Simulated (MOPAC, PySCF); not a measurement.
C₂H₆SSi, SMILES `C=[SiH]SC` (C–Si–S–C torsion 0°), neutral singlet in the gas phase. 

Cartesian coordinates (Å):
SMILES: C=[SiH]SC
```xyz
10

C     -1.0690     0.5237    -1.3025
Si    -1.0110    -0.9042    -0.3861
S      0.3551    -1.3238     1.1480
C      1.3173     0.2152     1.1196
H     -1.8216     0.6342    -2.0751
H     -0.3926     1.3584    -1.1720
H     -1.9353    -2.0418    -0.5658
H      2.0794     0.1179     1.8914
H      0.6808     1.0701     1.3438
H      1.7969     0.3502     0.1511
```
Charge 0, multiplicity 1.

All levels are single points at this geometry (PBE0-D3(BJ)/def2-TZVP); Pople sets use spherical d functions. Orbital energies aren't observables, and empty levels follow the basis.

```tsv
level	HOMO (eV)	LUMO (eV)	gap (eV)	dipole (D)	vertical IE, Delta-SCF (eV)
PBE0-D3(BJ)/def2-TZVP in PySCF	-6.12	-0.71	5.41	1.18	–
ωB97X-D3(BJ)/def2-TZVP in PySCF	-8.37	1.27	9.64	1.12	–
HF/6-31G* in PySCF	-8.17	2.91	11.08	0.89	6.75
HF/STO-3G in PySCF	-5.28	7.61	12.89	0.41	–
AM1 in MOPAC	-8.59	-1.03	7.56	1.83	–
PM7 in MOPAC	-8.72	-1.18	7.54	2.11	–
```
